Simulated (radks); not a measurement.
The numbers below are computed, except where a source is named.
Spin polarisation of the 5d1 shell in Lu. Start: [Xe] 4f14 5d(up 0.5, down 0.5) 6s2; electrons of 5d are moved from spin down to spin up, other shells keep equal spins. Level of theory: non-relativistic Kohn-Sham, LDA (Slater exchange, Perdew-Wang correlation), spin-polarised, spherical densities, point nucleus (a radial shooting solver on a logarithmic mesh with Libxc functionals).

moment (Bohr magnetons)  E - E(0) (eV)  e(5d up) (eV)  e(5d down) (eV)  6s down minus up (eV)  4f down minus up (eV)
0                                0.000         -2.821           -2.821                  0.000                  0.000
0.25                            -0.007         -2.877           -2.760                  0.081                  0.018
0.5                             -0.029         -2.930           -2.695                  0.163                  0.035
0.75                            -0.066         -2.979           -2.627                  0.244                  0.053
1                               -0.117         -3.024           -2.554                  0.327                  0.070

At moment 1 the spin-polarisation energy is -0.117 eV and the 5d exchange splitting 0.470 eV, that is 0.470 eV per Bohr magneton; E = -I m^2/4 would give I = 0.470 eV.
